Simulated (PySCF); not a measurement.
## Radial density of O²⁺ (oxygen, charge +2)

wB97X, [He] 2s2 2p1 3s1, high-spin 3P determinant (an excited configuration). Calculation: PySCF 2.14, in aug-cc-pVDZ-DK (4s3p2d, 23 functions); scalar relativity by spin-free X2C-1e.

```json
{"r (bohr)": "0.00418", "4πr²ρ (e/bohr)": "0.06790", "4πr²(ρα − ρβ)": "0.0002"}
{"r (bohr)": "0.00704", "4πr²ρ (e/bohr)": "0.1828", "4πr²(ρα − ρβ)": "0.0005"}
{"r (bohr)": "0.0118", "4πr²ρ (e/bohr)": "0.4707", "4πr²(ρα − ρβ)": "0.0013"}
{"r (bohr)": "0.0199", "4πr²ρ (e/bohr)": "1.162", "4πr²(ρα − ρβ)": "0.0032"}
{"r (bohr)": "0.0335", "4πr²ρ (e/bohr)": "2.631", "4πr²(ρα − ρβ)": "0.0078"}
{"r (bohr)": "0.0563", "4πr²ρ (e/bohr)": "5.173", "4πr²(ρα − ρβ)": "0.0175"}
{"r (bohr)": "0.0947", "4πr²ρ (e/bohr)": "7.960", "4πr²(ρα − ρβ)": "0.0369"}
{"r (bohr)": "0.159", "4πr²ρ (e/bohr)": "8.189", "4πr²(ρα − ρβ)": "0.0906"}
{"r (bohr)": "0.268", "4πr²ρ (e/bohr)": "4.507", "4πr²(ρα − ρβ)": "0.2832"}
{"r (bohr)": "0.451", "4πr²ρ (e/bohr)": "2.282", "4πr²(ρα − ρβ)": "0.7717"}
{"r (bohr)": "0.758", "4πr²ρ (e/bohr)": "3.332", "4πr²(ρα − ρβ)": "1.1330"}
{"r (bohr)": "1.28", "4πr²ρ (e/bohr)": "1.737", "4πr²(ρα − ρβ)": "0.5225"}
{"r (bohr)": "2.15", "4πr²ρ (e/bohr)": "0.4270", "4πr²(ρα − ρβ)": "0.3280"}
{"r (bohr)": "3.61", "4πr²ρ (e/bohr)": "0.2945", "4πr²(ρα − ρβ)": "0.2943"}
{"r (bohr)": "6.07", "4πr²ρ (e/bohr)": "0.01991", "4πr²(ρα − ρβ)": "0.0199"}
```

Densities and radii are taken from the X2C orbitals without a picture-change correction, which distorts them close to the nucleus.

The outer electron is Rydberg-like, and this basis confines it to a smaller radius and binds it less than a complete one would.
